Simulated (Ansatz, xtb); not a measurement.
**Two isomers of C4H7ClSSi**

Structure I: `C[Si](C)(Cl)C=C=S`, a singlet. Structure II: `C#C[C@H](C)S[SiH2]Cl`, a singlet. Both are isolated molecules in the gas phase, relaxed with PBE0-D3(BJ)/def2-SVP; the shapes shown needn't be the lowest conformers.

I (Å):

```xyz
14

C     0.2964   -0.9788    1.0776
C    -0.9807   -0.1191   -1.6096
C     0.2466   -2.9245   -1.3058
C    -0.8184   -3.6274   -1.0181
Cl    2.2078   -0.4608   -1.4501
S    -2.1272   -4.3870   -0.6311
Si    0.3505   -1.1261   -0.7798
H    -0.6492   -1.3988    1.4570
H     0.3622    0.0736    1.3932
H     1.1273   -1.5353    1.5353
H    -0.8883   -0.1801   -2.7039
H    -0.9214    0.9385   -1.3104
H    -1.9723   -0.5072   -1.3260
H     1.0798   -3.3798   -1.8538
```

II (Å):

```xyz
14

C     1.3792   -0.1896    0.7632
C     0.7038   -0.5906   -0.1587
C    -0.0961   -1.0838   -1.2682
C    -0.3989   -0.0115   -2.3087
Cl    0.2418   -4.6019   -0.4322
S    -1.7192   -1.7741   -0.6805
Si   -1.0387   -3.3339    0.5970
H     1.9773    0.1663    1.5815
H     0.4357   -1.9246   -1.7433
H     0.5421    0.3855   -2.7167
H    -0.9611    0.8191   -1.8588
H    -0.9909   -0.4370   -3.1314
H    -2.2675   -4.0733    0.9883
H    -0.2903   -2.8407    1.7813
```

Quicker runs give these differences E(II) − E(I): GFN2-xTB −0.492 eV; HF/STO-3G +1.199 eV (at GFN2-xTB geometries); r2SCAN-D4/def2-SVP +1.617 eV (at GFN2-xTB geometries).

Which of the two would you expect CCSD(T)/def2-SVP + ΔMP2/def2-TZVPP electronic energies to favour?

Structure I; the calculation gives E(II) − E(I) = +1.294 eV.

Level by level:

| level | geometry | E(II) − E(I) (eV) | departure from the last row (eV) | job, with rough time for the two |
| --- | --- | --- | --- | --- |
| GFN2-xTB | GFN2-xTB | −0.492 | −1.786 | optimisation, 0.28 s |
| HF/STO-3G | GFN2-xTB | +1.199 | −0.095 | single point, 0.4 s |
| r2SCAN-D4/def2-SVP | GFN2-xTB | +1.617 | +0.322 | single point, 4.7 s |
| PBE0-D3(BJ)/def2-SVP | PBE0-D3(BJ)/def2-SVP | +1.432 | +0.137 | optimisation, 56 s |
| HF/def2-SVP | PBE0-D3(BJ)/def2-SVP | +1.075 | −0.219 | part of the CCSD(T) run |
| MP2/def2-SVP | PBE0-D3(BJ)/def2-SVP | +1.197 | −0.098 | part of the CCSD(T) run |
| CCSD(T)/def2-SVP | PBE0-D3(BJ)/def2-SVP | +1.169 | −0.125 | single point |
| CCSD(T)/def2-SVP + ΔMP2/def2-TZVPP | PBE0-D3(BJ)/def2-SVP | +1.294 |  | single point, 74 s |

As drawn, II has 1 C≡C, 2 C–C, 1 C–S, 1 S–Si, 2 Si–H in place of 3 C–Si, 1 C=C, 1 C=S, 2 C–H.

GFN2-xTB puts the two in the other order. The largest departure from CCSD(T)/def2-SVP + ΔMP2/def2-TZVPP is that of GFN2-xTB, 1.786 eV. The last row adds to CCSD(T) the change of the MP2 difference between the two basis sets, here +0.125 eV.

With thermal terms from frequencies at re-optimised GFN2-xTB minima (ideal gas, soft modes damped towards free rotors, one conformer each, 298.15 K, 1 atm): on the last row, ΔE + ΔZPE = +1.217, ΔH = +1.198, ΔG = +1.267 eV.

The correlated steps freeze 19 core orbitals. Mirror images aren't counted in ΔG. Codes used: Ansatz 0.2.0, xtb 6.7.1; the last row on 4 threads of Arm Neoverse V2 on a shared host.
